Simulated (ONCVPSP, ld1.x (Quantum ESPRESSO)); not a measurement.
## Potentials for boron (B) compared

Generated with ld1.x 7.5 (TM, RRKJ, ultrasoft, PAW), atompaw 4.2 or ONCVPSP 4.0.1. The cutoff is in Ry: for ld1.x and atompaw files where the sum of valence levels is converged to 10 mRy in a Bessel basis, for ONCV files where the hardest occupied wave has 1 mHa per electron of residual kinetic energy. The error is the largest all-electron minus pseudo excitation energy over each file’s own four to seven test configurations (ionisations up to +4, promotions, holes and added fractions of an electron), all of which were solved. The labels leave out finer settings (local radius, basis sizes, second energies), which also bear on the numbers. Spin-polarised tests are not counted. The rows are a selection from randomly drawn settings: files with unsolved tests, undetermined cutoffs or missed reference levels are left out.

| potential | cutoff (Ry) | largest error (meV) | bound ghosts |
| --- | --- | --- | --- |
| ONCV, PBE, scalar-relativistic, rc 1.50/3.25/2.75 (spd), local smoothed, core correction yes, reference 2s1.5 2p1.5, qcut 4.9/3.7/3.2, projectors 2/2/1 | 21 | +724 | none |
| RRKJ, PBEsol, scalar-relativistic, rc 1.70/2.75 (sp), local smoothed, core correction no, reference 2s2 2p1 | 25 | +290 | none |
| ONCV, PBE, fully relativistic, rc 1.30/1.20 (sp), local smoothed, core correction yes, reference 2s2, qcut 6.1/7, projectors 2/2 | 26 | +88 | none |
| RRKJ, LDA (PZ), scalar-relativistic, rc 1.10/2.75/2.65 (spd), local smoothed, core correction no, reference 2s2 2p1 | 21 | +295 | none |
| ONCV, revPBE, scalar-relativistic, rc 1.65/2.25/1.90 (spd), local smoothed, core correction yes, reference 2s2 2p1, qcut 4.5/6.4/5.1, projectors 1/2/2 | 22 | +125 | none |
| TM, LDA (PZ), scalar-relativistic, rc 1.40/1.75 (sp), local p, core correction yes, reference 2s2 2p0 | 21 | +33 | none |
| ultrasoft, LDA (PZ), non-relativistic, rc 1.75/2.45/2.10 (spd), local smoothed, core correction yes, reference 2s1.75 2p1.25 | 8 | +165 | none |

(1) Fill in the row for B: ONCV, PBEsol, scalar-relativistic, rc 1.20/1.10 (sp), local smoothed, core correction yes, reference 2s2, qcut 4.7/8.8, projectors 1/2.

Results:

(1) cutoff 25 Ry, largest error +38 meV, bound ghosts: none.
